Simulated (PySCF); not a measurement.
Cl₄Hf, SMILES [Cl][Hf]([Cl])([Cl])[Cl] (CAM-B3LYP/def2-SVP optimised geometry):

```
5

Cl     1.553    -1.099     0.000
Hf    -0.777    -1.099     0.000
Cl    -1.551    -2.196    -1.904
Cl    -1.553     1.099     0.000
Cl    -1.555    -2.197     1.902
```

Computed with PySCF with CAM-B3LYP/def2-TZVP, def2 effective core potentials past Kr.

Q: What are the frontier orbital energies and the dipole moment?

A: HOMO-2 -11.05 eV, HOMO-1 -11.05 eV, HOMO -11.05 eV, LUMO -1.11 eV, LUMO+1 -1.11 eV; dipole moment 0.00 D.
